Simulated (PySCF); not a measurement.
NSi, SMILES N#[Si], multiplicity 2.

Coordinates come from a PBE0-D3(BJ)/def2-TZVPD optimisation.

Level of theory: PBE0/def2-TZVPD run with PySCF.

The molecule is in vacuum.

| Property | Value |
|---|---|
| total energy | -343.95750 hartree |
| point group | C∞v |
| α spin, highest occupied and lowest empty level | -8.54 and -1.80 eV |
| β spin, highest occupied and lowest empty level | -7.95 and -4.62 eV |
| dipole moment | 2.73 D |
| mean static polarisability | 63.1 bohr³ (9.35 Å³) |
| polarisability, principal values | 47.3, 71.0, 71.0 bohr³ |
| ⟨S²⟩ | 0.781 (pure state 0.75) |
